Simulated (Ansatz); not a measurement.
Ansatz (a first-principles code) input (B2PLYP/def2-TZVPD):

Ansatz 0.2 input:
```yaml
crystal:
  periodic: [false, false, false]
  atoms:
    - {symbol: Cl, position_ang: [-0.00000000, -0.00000000, -2.60541295]}
    - {symbol: I, position_ang: [0.00000000, 0.00000000, 0.00000000]}
    - {symbol: Cl, position_ang: [0.00000000, 0.00000000, 2.60541295]}
basis:
  gaussian:
    orbitals: def2-TZVPD
hamiltonian:
  xc: {name: B2PLYP}
total_charge: -1
magnetization: {spin_polarized: false}
correlation: {electrons: outside_noble_gas}
```

Output:

```
Functional definition: B2PLYP
integrals: 0.16 GiB planned
1063 factors; integrals over basis functions are off by at most 1.4e-3 eV
mean field: 0.67 GiB planned
mean field evaluation 1: about -33130.2562 eV, gradient 1.8e1 eV
mean field evaluation 2: about -33130.3722 eV, gradient 1.8e1 eV
mean field evaluation 4: about -33131.2597 eV, gradient 1.7e0 eV
mean field evaluation 8: about -33131.2715 eV, gradient 1.5e-1 eV
mean field evaluation 16: about -33131.2716 eV, gradient 9.3e-6 eV
mean field -33131.27158142 eV, -1217.5517734348 hartree, gradient 1.4e-6 eV, S^2 0.000000; 0 other end points of the search recorded, 0 dependent functions left out
19 core orbitals not correlated
reference -33131.27173684 eV, -1217.5517791463 hartree; 11, 11 occupied and 121, 121 virtual orbitals, 1063 factors
second order -18.20081563 eV of doubles, -0.00000000 eV of singles
Total energy: -33136.18595706 eV, -1217.7323734084 hartree
```

It need not be the lowest isomer of its formula.
